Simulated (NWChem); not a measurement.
System: C₄H₅NS; SMILES Nc1ccsc1

The following NWChem deck was run.

```
start job
memory heap 200 mb stack 900 mb global 1100 mb
geometry units angstroms noautosym nocenter noautoz
  N      0.254709    -2.392125    -0.093245
  C      0.074798    -1.000266    -0.009726
  C     -1.229835    -0.396215    -0.015880
  C     -1.186526     0.967961    -0.000788
  S      0.441435     1.560560     0.009665
  C      1.076032    -0.060188     0.012703
  H     -0.440160    -2.915294     0.428912
  H      1.183769    -2.693332     0.179355
  H     -2.150956    -0.969774    -0.044004
  H     -2.018141     1.659499    -0.001835
  H      2.144994    -0.225378     0.016720
end
basis spherical
  * library 6-31g*
end
dft
  xc b3lyp
  iterations 150
end
cosmo
  do_cosmo_smd true
  solvent toluene
end
task dft energy
```

Geometry: optimised at B3LYP/6-31G* (spherical d). Solvent: toluene.

Level: B3LYP/6-31G* with SMD (1 M gas to 1 M solution), gas-phase geometry.

**Question.** What results follow from this input? (B3LYP/6-31G* (spherical d), SMD on the gas-phase geometry.) Quantities: solvation free energy (kcal/mol); cavity-dispersion-structure term (kcal/mol); dipole in solution (D).

**Answer.** 
```yaml
solvation free energy (kcal/mol): -5.6
cavity-dispersion-structure term (kcal/mol): -1.1
dipole in solution (D): 2.28
```
